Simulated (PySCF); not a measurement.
Ligands exchanged one at a time, Sn F-H. Gas-phase values, no solvent. Strings in code marks are SMILES.

Calculation: PySCF with B3LYP-D3(BJ)/def2-TZVP // PBE0-D3(BJ)/def2-TZVP. B3LYP has the VWN-RPA correlation part, as in Gaussian. Delta-SCF ions had no search for a lower state. Excitations are Tamm–Dancoff values on a coarser integration grid. The basis has no diffuse functions, so Rydberg states are missing or too high.

| species | S1–T1 gap (TDA) (eV) | vertical ionisation energy (Delta-SCF) (eV) |
|---|---|---|
| 0 of 4 F replaced by H | – | – |
| 1 of 4 F replaced by H (`[F][SnH]([F])[F]`) | 1.17 | … |
| 2 of 4 F replaced by H (`[F][SnH2][F]`) | 1.20 | 12.23 |
| 3 of 4 F replaced by H | 0.38 | 11.75 |
| 4 of 4 F replaced by H (`[SnH4]`) | – | 11.52 |

Problem. Complete the blanks.

Solution. 
- 1 of 4 F replaced by H (`[F][SnH]([F])[F]`), vertical ionisation energy (Delta-SCF) (eV): 13.37
